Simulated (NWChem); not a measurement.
CdGeH3I; SMILES [Cd]([GeH3])[I]

Computed with NWChem. Structure relaxed at the PBE0/def2-SVP (def2 core potentials past Kr) level. Not confirmed as a minimum by frequencies.

Question: What does the run give for Hartree-Fock/3-21G, non-relativistic? Quantities: highest occupied level (eV); orbital gap (eV); dipole (D).

Answer: The highest occupied level (eV) is -9.57, the orbital gap (eV) comes out as 10.59 and the dipole (D) is 2.40.
